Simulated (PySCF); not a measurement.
C4H5BO, SMILES C1B(CO1)C#C. Atoms are numbered in the order given.

```xyz
11

C      0.0000     0.0000     2.8969
C      0.0000     0.0000     1.6726
B      0.0000     0.0000     0.1682
C      0.0000     1.0619    -1.0015
O      0.0000     0.0000    -1.9836
C      0.0000    -1.0619    -1.0015
H      0.0000     0.0000     3.9728
H     -0.8919     1.7155    -1.0860
H      0.8919     1.7155    -1.0860
H      0.8919    -1.7155    -1.0860
H     -0.8919    -1.7155    -1.0860
```

The structure is a stationary point at r2SCAN-D4/def2-SVP. The structure was generated by enumeration, and PubChem lists no compound with its InChIKey, so it may never have been made.

These are HF/def2-TZVP in PySCF values and carry that method's errors.

Symmetry labels are those of the subgroup C2v that the program uses (full group C2v).

Computed valence orbital energies around the gap with their symmetry:
```
orbital  symmetry  energy (eV)
-------  --------  -----------
HOMO−7         B1       -17.68
HOMO−6         B2       -15.91
HOMO−5         A2       -14.92
HOMO−4         B2       -12.70
HOMO−3         A1       -12.48
HOMO−2         B1       -11.77
HOMO−1         B1       -11.20
HOMO           B2       -10.72
LUMO           B1         1.56
LUMO+1         A1         3.02
LUMO+2         B2         3.56
LUMO+3         A1         4.05
```
